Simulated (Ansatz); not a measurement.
Computed with Ansatz on PBE0-D4/def2-TZVP structures; ΔE is electronic, products minus reactants. CCSD(T)/CBS adds triple-zeta CCSD(T) − MP2 to the extrapolated MP2 energy (def2 sets, frozen cores). This one scheme is used for every species. DFT in def2-TZVPP. B3LYP here is the variant with VWN-RPA as its local correlation; programs differ in this. Triplets are unrestricted, without spin–orbit coupling. For Ge outer-core shells are correlated without core-valence functions, which leaves a few kJ/mol of doubt a bond. Scalar relativity is left out up to krypton. One conformer a species, not always the lowest.

Reaction (formal loss of a carbene): `C[CH](C)[Ge][Cl]` → `C[CH2][Ge][Cl]` + `[CH2]` (triplet)

| level | ΔE (kcal/mol) | difference from CCSD(T)/CBS |
| --- | --- | --- |
| r2SCAN-D4 | 98.1 | -6.3 |
| B3LYP-D4 | 102.0 | -2.4 |
| r2SCANh-D4 | 97.7 | -6.7 |
| CAM-B3LYP-D4 | 102.8 | -1.6 |
| ωB97X-V | 106.2 | 1.8 |
| ωB97M-V | 104.3 | -0.1 |
| PBE-QIDH | 103.0 | -1.4 |
| revPBE | 96.3 | -8.1 |
| BLYP | 97.3 | -7.1 |
| PBE0 | 101.2 | -3.2 |
| B3LYP | 98.4 | -6.0 |
| r2SCAN0 | 96.5 | -7.9 |
| RPA@PBE/def2-TZVPP | 100.5 | -3.9 |
| MP2/def2-QZVPP | 106.8 | 2.4 |
| SCS-MP2/def2-QZVPP | 106.8 | 2.4 |
| CCSD/CBS(def2) | 101.4 | -3.0 |
| CCSD(T)/CBS | 104.4 | 0 |

Largest T1 diagnostic among the species: 0.012.

From PBE to PBE0 (25 % exact exchange), in def2-TZVPP and without D4, ΔE moves by −1.7 kcal/mol. The D4 term adds +3.6 kcal/mol with B3LYP and +1.9 kcal/mol with PBE0; it sums over pairs of atoms, weighted by their polarisabilities, and B3LYP, whose exchange is more repulsive, gets the larger term. In def2-TZVPP, CCSD(T) changes the Hartree–Fock value by +34.6 kcal/mol (the triples alone add +3.0 kcal/mol) and MP2 by +38.2 kcal/mol.

CCSD(T)/CBS has its own doubt, a few kJ/mol and more with outer-core shells, so smaller differences from it don't rank the levels.
